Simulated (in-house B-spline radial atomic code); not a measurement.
Atomic self-consistent-field run: Yb. Computed with an all-electron radial atomic-structure program (B-spline basis): scalar-relativistic (X2C) M06-2X, spin-polarised, spherical fractional occupations, Fermi nucleus of rms radius 5.3108 fm.

Command:
```bash
python run_scf.py task.json out
```
Settings (nuclear radius in fm, mass in u):
```
Z                70
configuration    [Xe] 4f14 6s2
hamiltonian      x2c
method           m062x
spin_polarised   True
nucleus          fermi
rms_radius       5.3108
atomic_mass      173.93887
speed_of_light   137.035999084
```

Output (hartree, bohr):
```
 radial grid: 77 intervals, B-splines of order 8, outer radius 50 bohr

 iter        energy (Eh)    residual
    1      -14061.103938    2.82e-01
    2      -14061.115981    2.55e-02
    3      -14061.128790    1.96e-02
    4      -14061.134291    1.30e-02
    5      -14061.110396    3.14e-02
    6      -14061.139160    3.94e-04
    7      -14061.139164    8.69e-05
    8      -14061.139164    1.58e-05
    9      -14061.139164    6.94e-06
   10      -14061.139164    3.08e-06
   11      -14061.139164    8.11e-07
   12      -14061.139164    8.82e-08

 total energy                    -14061.13916
 kinetic                           15627.7132
 electron-nucleus                 -34939.1242
 Hartree                            5549.3222
 exact exchange                     -157.9479
 exchange-correlation               -141.1025

 orbital      occ     eigenvalue          <r>       <r^2>       <1/r>       r_max
 1s up      1.000     -2254.5617    0.0188968 0.000497856     87.6191     0.01145
 1s down    1.000     -2254.5617    0.0188968 0.000497856     87.6191     0.01145
 2s up      1.000      -383.9754     0.082634  0.00813231     20.3526     0.07045
 2s down    1.000      -383.9754     0.082634  0.00813231     20.3526     0.07045
 2p up      3.000      -339.5458    0.0736434  0.00664057     17.4634     0.05698
 2p down    3.000      -339.5458    0.0736434  0.00664057     17.4634     0.05698
 3s up      1.000       -87.4047     0.216529   0.0537275     7.32176      0.1997
 3s down    1.000       -87.4047     0.216529   0.0537275     7.32176      0.1997
 3p up      3.000       -73.8788     0.215649   0.0540229      6.5504      0.1964
 3p down    3.000       -73.8788     0.215649   0.0540229      6.5504      0.1964
 3d up      5.000       -56.8586     0.196019   0.0450969     6.13051      0.1599
 3d down    5.000       -56.8586     0.196019   0.0450969     6.13051      0.1599
 4s up      1.000       -17.5831     0.489016    0.270531      3.0293      0.4558
 4s down    1.000       -17.5831     0.489016    0.270531      3.0293      0.4558
 4p up      3.000       -13.0910     0.518692      0.3068     2.70067       0.476
 4p down    3.000       -13.0910     0.518692      0.3068     2.70067       0.476
 4d up      5.000        -7.0209     0.562393     0.36821     2.36472      0.4911
 4d down    5.000        -7.0209     0.562393     0.36821     2.36472      0.4911
 5s up      1.000        -2.2847      1.21241     1.65713     1.10978       1.077
 5s down    1.000        -2.2847      1.21241     1.65713     1.10978       1.077
 5p up      3.000        -1.1681       1.4427     2.37734    0.909496       1.233
 5p down    3.000        -1.1681       1.4427     2.37734    0.909496       1.233
 4f up      7.000        -0.3371     0.771441    0.811322     1.74295      0.4828
 4f down    7.000        -0.3371     0.771441    0.811322     1.74295      0.4828
 6s up      1.000        -0.1804      3.99153     18.2257    0.311279       3.327
 6s down    1.000        -0.1804      3.99153     18.2257    0.311279       3.327
```

Cost of the run: 1.4 s on 1 thread of Arm Neoverse V1, with other jobs on the host.

One-electron X2C: radii and densities carry no picture-change correction, so inner-shell <1/r> comes out high (for 1s by about 2 % at Z = 33, 5 % at 54, 10 % at 75, 30 % at 118) and <r> low.
